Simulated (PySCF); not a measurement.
PySCF 2.14 output of an unrestricted r2SCAN calculation on a single atom or ion in ANO-RCC-VTZP (8s7p5d3f2g1h, 104 functions), with scalar relativity by spin-free X2C-1e:

```
SCF conv_tol = 1e-09
number electrons alpha = 38  beta = 34
    J. W. Furness, A. D. Kaplan, J. Ning, J. P. Perdew, and J. Sun.,  J. Phys. Chem. Lett. 11, 8208-8215 (2020)
    J. W. Furness, A. D. Kaplan, J. Ning, J. P. Perdew, and J. Sun.,  J. Phys. Chem. Lett. 11, 9248-9248 (2020)
    J. W. Furness, A. D. Kaplan, J. Ning, J. P. Perdew, and J. Sun.,  J. Phys. Chem. Lett. 11, 8208-8215 (2020)
    J. W. Furness, A. D. Kaplan, J. Ning, J. P. Perdew, and J. Sun.,  J. Phys. Chem. Lett. 11, 9248-9248 (2020)
cycle= 1 E= -15078.0147353555  delta_E= -0.00792  |g|= 0.588  |ddm|= 0.24
cycle= 2 E= -15077.9161496872  delta_E= 0.0986  |g|= 1.24  |ddm|= 0.298
cycle= 3 E= -15078.0415835587  delta_E= -0.125  |g|= 0.0162  |ddm|= 0.227
cycle= 4 E= -15078.0416695262  delta_E= -8.6e-05  |g|= 0.013  |ddm|= 0.0267
cycle= 5 E= -15078.0417184777  delta_E= -4.9e-05  |g|= 0.000566  |ddm|= 0.00882
cycle= 6 E= -15078.0417185383  delta_E= -6.06e-08  |g|= 2.07e-05  |ddm|= 0.000397
cycle= 7 E= -15078.0417185385  delta_E= -2.04e-10  |g|= 1.63e-06  |ddm|= 2.93e-05
converged SCF energy = -15078.0417185385  <S^2> = 6.004424  2S+1 = 5.0017693
```

The run itself started from symmetry-adapted Hartree-Fock orbitals and held the occupation by maximum overlap, on a logarithmic radial grid, so the iterations belong to that start.

Q: Which element, charge and spin multiplicity is this?

A: Hf (hafnium, neutral), multiplicity 5; the state was [Xe] 4f14 5d4, high-spin 5D determinant (an excited configuration).

Spin-orbit coupling, absent here, splits the open shell strongly.
